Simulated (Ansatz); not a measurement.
Program: Ansatz. Geometries: PBE0-D4/def2-TZVP. ΔE: electronic, gas phase. CCSD(T)/CBS is the MP2 limit (def2-TZVPP, def2-QZVPP) plus CCSD(T) − MP2 in def2-TZVPP, frozen cores. This one scheme is used for every species. Elements past krypton have def2 core potentials. For I outer-core shells are correlated without core-valence functions, which leaves a few kJ/mol of doubt a bond. Each species was taken in one conformer, which may not be the lowest.

Consider the cleavage of the Si–Si bond: `FC[SiH2][SiH2]F` + HI → `FC[SiH2]I` + `F[SiH3]`.

`FC[SiH2][SiH2]F`:

Cartesian coordinates in Å:
```
F -1.348 -0.969 1.531
C 0.031 -1.055 1.367
Si 0.665 0.462 0.415
Si -0.488 0.683 -1.613
F -0.320 -0.683 -2.447
H 0.254 -1.980 0.825
H 0.488 -1.127 2.359
H 0.466 1.692 1.230
H 2.124 0.274 0.175
H 0.067 1.789 -2.437
H -1.939 0.915 -1.405
```

HI:

Z-matrix (Å, degrees):
```
I
H 1 1.610
```

`FC[SiH2]I`:

Cartesian coordinates in Å:
```
F 0.348 -1.263 -1.438
C 0.820 -0.427 -0.441
Si -0.601 0.290 0.580
I -1.997 1.719 -0.813
H 1.413 0.370 -0.902
H 1.483 -1.007 0.213
H -0.019 1.112 1.670
H -1.447 -0.793 1.131
```

`F[SiH3]`:

Z-matrix (Å, degrees):
```
Si
F 1 1.600
H 1 1.482 2 108.3
H 1 1.482 2 108.3 3 -120.0
H 1 1.482 2 108.3 3 120.0
```

| species | MP2/def2-TZVPP energy (Eh) |
| --- | --- |
| `FC[SiH2][SiH2]F` | -819.19305 |
| HI | -297.74990 |
| `FC[SiH2]I` | -726.36826 |
| `F[SiH3]` | -390.61467 |

Problem. Work out ΔE.

Solution. ΔE = (-726.36826) + (-390.61467) − (-819.19305) − (-297.74990) = -0.03998 Eh = -105.0 kJ/mol. CCSD(T)/CBS gives -96.6 kJ/mol.

Largest T1 diagnostic among the species: 0.012.

From PBE to PBE0 (25 % exact exchange), in def2-TZVPP and without D4, ΔE moves by −6.9 kJ/mol.
